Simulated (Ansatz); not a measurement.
Compare A (`FC1=NCC[SiH2]1`) with its isomer B (`NC1(F)C=C[SiH2]1`).

Computed with Ansatz on PBE0-D4/def2-TZVP structures; ΔE is electronic, products minus reactants. CCSD(T)/CBS adds triple-zeta CCSD(T) − MP2 to the extrapolated MP2 energy (def2 sets, frozen cores). Functionals use def2-TZVPP. One conformer a species, not always the lowest.

A:

Z-matrix (Å, degrees):
```
C
C 1 1.551
N 1 1.453 2 114.3
H 1 1.093 2 111.0 3 -122.0
H 1 1.094 2 110.6 3 120.7
Si 2 1.874 1 104.2 3 -14.5
H 2 1.093 1 110.4 3 102.5
H 2 1.091 1 111.7 3 -138.4
C 3 1.252 1 114.8 2 10.1
H 6 1.486 2 116.0 1 -102.4
H 6 1.484 2 115.7 1 127.6
F 9 1.335 3 119.3 1 178.7
```

B:

```xyz
12

N     1.263   -1.229    0.172
C     0.128   -0.459    0.475
F    -0.456   -0.847    1.707
C    -0.933   -0.468   -0.604
C    -1.090    0.791   -1.037
Si    0.158    1.442    0.172
H     1.052   -2.219    0.104
H     2.015   -1.091    0.832
H    -1.448   -1.370   -0.936
H    -1.754    1.121   -1.825
H    -0.350    2.281    1.289
H     1.415    2.048   -0.349
```

Question: Which isomer does CCSD(T)/CBS put lower? Give the gap. (Estimate.)

Answer: Computed: A, by 74.6 kJ/mol.

Question: Give E(B) − E(A) in kJ/mol with MP2/def2-TZVPP, BLYP-D4, LDA (SPW92), PBE-D4, CCSD/def2-TZVPP, r2SCAN-D4, CCSD(T)/def2-SVP. (Estimate.)

Answer: The calculation gave: MP2/def2-TZVPP 78.6, BLYP-D4 81.6, LDA (SPW92) 82.1, PBE-D4 82.2, CCSD/def2-TZVPP 79.2, r2SCAN-D4 83.8, CCSD(T)/def2-SVP 84.4. None reverses the order clearly.

Question: Does the order hold for the free energy at 298.15 K (harmonic terms from PBE0-D4)? (An estimate is asked.)

Answer: Ansatz gave: Yes: G(B) − G(A) = +73.0 kJ/mol, for one conformer each.

Largest T1 diagnostic: 0.013.

At CCSD(T), def2-SVP lies +9.8 kJ/mol from the extrapolated value and def2-TZVPP +5.2 kJ/mol. Leaving LDA and LC-ωPBE aside and taking each functional with its dispersion term where it has one, the values, not all of them listed here, spread over 7.9 kJ/mol, from ωB97M-V to revPBE-D4.
